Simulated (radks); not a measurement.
Charge is removed step by step from the 4p down level of In+, starting from [Ar] 3d10 4s2 4p(up 3, down 3) 4d10 5s2. All-electron calculation, scalar-relativistic Kohn-Sham, BLYP, spin-polarised, spherical densities, finite nucleus; Fermi nuclear charge, rms radius 4.6156 fm. Program: a radial shooting solver on a logarithmic mesh with Libxc functionals.

| removed (e) | E - E(0) (eV) | eigenvalue (eV) | E minus straight line (eV) |
|---|---|---|---|
| 0 | 0.000 | -85.387 | 0.000 |
| 0.25 | 21.835 | -89.414 | -1.555 |
| 0.5 | 44.689 | -93.548 | -2.091 |
| 0.75 | 68.590 | -97.782 | -1.580 |
| 1 | 93.561 | -102.11 | 0.000 |

Removing the whole electron costs 93.561 eV by Delta-SCF, against 85.387 eV from minus the eigenvalue at the starting occupation. Slater's transition state (half an electron removed) gives 93.548 eV. Integrating minus the eigenvalue over the occupation (Janak's theorem) gives 93.614 eV. In this scalar-relativistic scheme the density is built from large components alone, so the theorem holds only approximately. The mean slope of the eigenvalue, de/dn, is 16.7 eV per electron.
